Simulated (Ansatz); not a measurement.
B7P7H20⁺, a nanocrystal cut from zinc blende BP (hydrogen-capped). Charge 1, multiplicity 2. Geometry PBE-D4/def2-SVP, that of the neutral singlet; atoms count from 1.

```xyz
34

B     1.079   -2.027   -1.966
B    -1.926    0.256    2.270
B    -1.587   -0.499   -0.914
B     0.778   -1.269    1.178
B     2.933    0.322   -0.659
B     0.258    1.840    0.387
B     0.556    1.097   -2.761
P    -0.508   -1.052    2.613
P    -0.167   -1.792   -0.471
P     1.876   -0.250   -2.213
P    -2.781   -0.312    0.602
P    -1.008    1.936    1.851
P    -0.670    1.216   -1.237
P     1.618    0.471    0.787
H     0.407   -2.351   -2.938
H     1.918   -2.842   -1.601
H    -2.711    0.361    3.196
H    -2.212   -0.854   -1.900
H     1.615   -2.101    1.487
H     3.731   -0.545   -0.323
H     3.400    1.442   -0.828
H     0.774    2.931    0.205
H    -0.105    0.707   -3.716
H     1.074    2.201   -2.885
H    -1.139   -2.281    2.987
H     0.102   -0.707    3.861
H    -0.833   -3.026   -0.172
H     2.797   -0.372   -3.299
H    -3.519   -1.506    0.882
H    -3.866    0.586    0.349
H    -2.013    2.936    1.655
H    -0.423    2.420    3.065
H    -1.704    2.176   -1.496
H     2.254    0.887    2.004
```

Single mean-field runs in def2-TZVP are fitted with def2-universal-jkfit.

**Question.** Estimate the Mulliken populations of the heavy atoms from the PBE0/def2-TZVP orbitals of Ansatz.

**Answer.** 
```tsv
atom	charge (e)	spin (α − β)
B1	-0.24	0.20
B2	-0.03	0.00
B3	-0.02	0.02
B4	-0.02	0.02
B5	-0.25	0.08
B6	-0.02	0.01
B7	-0.25	0.08
P8	-0.06	0.00
P9	-0.09	-0.01
P10	0.14	0.25
P11	-0.06	0.00
P12	-0.06	0.00
P13	-0.09	0.00
P14	-0.09	0.00
```
Mulliken values depend strongly on the basis.

**Question.** Where does the spin sit?

**Answer.** Summed by element: B 0.40, P 0.24, H 0.36, of 1 unpaired in all. Largest on single atoms: P10 0.25, B1 0.20, H21 0.10.

**Question.** And the Mayer bond orders between heavy atoms (over 0.3)?

**Answer.** B1–P9 0.91 (1.96 Å); B1–P10 0.73 (1.96 Å); B2–P8 0.86 (1.96 Å); B2–P11 0.86 (1.96 Å); B2–P12 0.86 (1.96 Å); B3–P9 0.83 (1.97 Å); B3–P11 0.86 (1.94 Å); B3–P13 0.83 (1.97 Å); B4–P8 0.86 (1.94 Å); B4–P9 0.83 (1.97 Å); B4–P14 0.83 (1.97 Å); B5–P10 0.89 (1.96 Å); B5–P14 0.89 (1.96 Å); B6–P12 0.86 (1.94 Å); B6–P13 0.84 (1.97 Å); B6–P14 0.84 (1.97 Å); B7–P10 0.89 (1.96 Å); B7–P13 0.89 (1.96 Å).
